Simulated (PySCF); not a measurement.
# Removing an electron from `C#CCC(C)(C)C[O][GeH3]`

C7H14GeO.
Geometry (PBE0-D3(BJ)/def2-SVP, Å), atoms numbered from 1 in this order:
```xyz
23
C7H14GeO angstrom
C      1.561    2.109   -0.888
C      1.226    1.266   -0.083
C      0.802    0.244    0.864
C      0.596   -1.156    0.244
C      1.917   -1.696   -0.298
C      0.041   -2.078    1.327
C     -0.406   -1.066   -0.915
O     -1.640   -0.538   -0.511
Ge    -2.247    1.049   -1.066
H      1.867    2.857   -1.594
H     -0.143    0.566    1.333
H      1.545    0.172    1.676
H      2.357   -1.009   -1.037
H      2.647   -1.831    0.515
H      1.771   -2.674   -0.782
H     -0.057   -3.108    0.948
H     -0.955   -1.739    1.647
H      0.704   -2.104    2.206
H      0.049   -0.474   -1.733
H     -0.572   -2.086   -1.310
H     -1.649    1.337   -2.456
H     -3.774    0.888   -1.118
H     -1.852    2.141   -0.053
```

Level: B3LYP/def2-SVPD (PySCF). Frontier orbitals with their largest atomic shares (Löwdin; up to four atoms above 4 %):

```
orbital  ε (eV)                             main atoms
 HOMO−3   -8.21    O8 45 %, C7 14 %, H19 10 %, Ge9 6 %
 HOMO−2   -7.63      C1 29 %, C2 27 %, O8 16 %, C4 5 %
 HOMO−1   -7.54               C1 39 %, C2 36 %, C3 7 %
   HOMO   -7.29                                      ?
   LUMO   -0.11  Ge9 38 %, O8 13 %, H23 12 %, H21 11 %
 LUMO+1    0.07  Ge9 36 %, H23 10 %, H21 10 %, H22 9 %
 LUMO+2    0.49    C1 14 %, C2 13 %, H12 10 %, Ge9 8 %
```

Task: What vertical ionisation energy does ΔSCF give, and how far is −ε(HOMO) from it?

Result: ΔSCF: 9.11 eV (879 kJ/mol; threshold wavelength 136 nm); ⟨S²⟩ of the doublet left behind is 0.755, against 0.75 for a pure doublet. −ε(HOMO) is 7.29 eV, 1.82 eV below it. For the exact functional −ε(HOMO) would equal the first vertical ionisation energy; B3LYP (global hybrid, 20 % exact exchange) falls short of its own ΔSCF value by 20 %. Holes in the HOMO−1 and HOMO−2 were tried too where these lie within 1.2 eV of the HOMO; the lowest converged state counts.

Task: On which atoms does the HOMO lie?

Result: O8 (oxygen bonded to C and Ge) 38 %, C1 (terminal alkyne carbon) 10 %, C7 (sp3 carbon bound to oxygen) 9 %, C4 (quaternary sp3 carbon) 9 %, so no atom holds as much as 40 %. The HOMO−1 lies 0.25 eV lower.

Task: With α = 116.6 au, estimate the like-pair dispersion coefficient by London's formula C6 = (3/4)α²I.

Result: I = 0.3348 Eh, so C6 ≈ 3410 au, a rough estimate.

Task: What total energies stand behind the ΔSCF value?

Result: E(N) = -2426.88887 Eh and E(N − 1) = -2426.55402 Eh at the same geometry, 0.33485 Eh apart.

One conformer (not necessarily the lowest) at the PBE0-D3(BJ)/def2-SVP geometry, without solvent, vibrations or thermal averaging. The calculation is non-relativistic, for germanium too.
